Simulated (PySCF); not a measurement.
The numbers are results of PySCF with B3LYP-D3(BJ)/def2-TZVP // PBE0-D4/def2-SVP, not measurements. Gas-phase values, no solvent. One relaxed conformer stands for a flexible species; it need not be the lowest. B3LYP has the VWN-RPA correlation part, as in Gaussian. Excitations are Tamm–Dancoff values on a coarser integration grid. The basis has no diffuse functions, so Rydberg states are missing or too high.

Reference species: [In(H)3(NH3)] (neutral, multiplicity 1).

```json
{
  "S1 oscillator strength": "0.002",
  "S1 excitation (TDA)": "5.38 eV",
  "HOMO": "-7.11 eV"
}
```

Changed species: [In(H)3(H2S)] (adduct with H2S; the reference has adduct with NH3).

**Question.** What does the change do to the S1 oscillator strength, S1 excitation (TDA) and HOMO?

**Answer.** the S1 oscillator strength stays essentially unchanged; the S1 excitation (TDA) increases by 0.15 eV, to 5.53 eV; the HOMO falls by 0.33 eV, to -7.44 eV.
